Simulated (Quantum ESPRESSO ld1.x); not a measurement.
Problem. Radial electron density D(r) = 4 pi r^2 rho(r) of an atom or ion with 26 electrons. All-electron calculation, non-relativistic Kohn-Sham, LDA (Slater exchange, VWN5 correlation), spin-polarised, spherical densities, point nucleus. Program: ld1.x of Quantum ESPRESSO 7.5.

r (bohr)  D(r) (e/bohr)  spin D(r)
0.005904          4.684   0.000596
0.007687          7.189   0.000927
0.01009           10.83    0.00144
0.01314           15.50    0.00216
0.01711           21.08    0.00322
0.02228           26.88    0.00485
0.02901           31.60    0.00764
0.03807           33.65     0.0131
0.04958           32.13     0.0238
0.06456           28.54     0.0438
0.08406           26.63     0.0776
0.1095            29.64      0.127
0.1425            35.78      0.193
0.1871            37.73      0.304
0.2436            30.47      0.544
0.3172            19.95       1.05
0.413             16.24       1.81
0.5378            19.23       2.45
0.7003            19.67       2.47
0.9192            13.87       1.84
1.197             7.045       1.10
1.559             2.809      0.580
2.03             0.9755      0.295
2.643            0.2951      0.133
3.441           0.06709     0.0419
4.517          0.008618    0.00675
5.881         0.0005506   0.000491

What is the nuclear charge?

Solution. Z = 28. The innermost maximum, from 1s, lies near 1/Z = 0.0357 bohr (found: 0.0387), and its height grows with Z. The density is that of the nickel ion Ni2+ in [Ne] 3s2 3p5.75 3d8 4s0.25; the configuration itself is not fixed sharply by these data, and Z only to about a unit. D(r) has 3 maxima, at r = 0.0387, 0.174, 0.626 bohr, and minima at 0.0827, 0.400 bohr, inside which lie 2.11, 10.83 electrons.
